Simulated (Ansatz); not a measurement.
Be₂Se₃, relaxed as a singlet with RKS r2SCAN-D4/def2-SVP in Ansatz, starting from the GFN2-xTB geometry. Force threshold 0.02 eV/Å.

The structure comes from a short search, and lower isomers may exist.

Start:

```xyz
5

Be    0.4501   -0.8461    3.3317
Be   -0.0687    0.1371   -0.5192
Se   -0.2774    1.6680   -1.8912
Se    0.2158   -0.3677    1.5153
Se   -0.3199   -0.5912   -2.4366
```

(1) Estimate the energy that the relaxation releases and the steps that it takes.

(2) Does the start keep its bonding?

(3) Predict the relaxed structure.

Answers

(1) 80.1 kcal/mol, in 24 steps; 48 s on 4 threads of Arm Neoverse V1 on a shared host. No frequencies were taken in this run, so the end may be a saddle point.

(2) Bonds lost: Be2–Se5 (atoms count from 1). Bonds formed: Be1–Se5 (atoms count from 1). The end is the same structure that another start reached, the lowest one found.

(3) 
| atom | x (Å) | y (Å) | z (Å) |
| --- | --- | --- | --- |
| Be1 | -0.023 | -1.043 | 0.691 |
| Be2 | 0.332 | 1.184 | 0.211 |
| Se3 | -0.301 | 0.945 | -1.721 |
| Se4 | 0.689 | 0.325 | 2.026 |
| Se5 | -0.697 | -1.412 | -1.207 |
Bond lengths (bridged metal pairs left out): 4 × Be–Se 2.04 to 2.05 Å; 1 × Se–Se 2.45 Å.
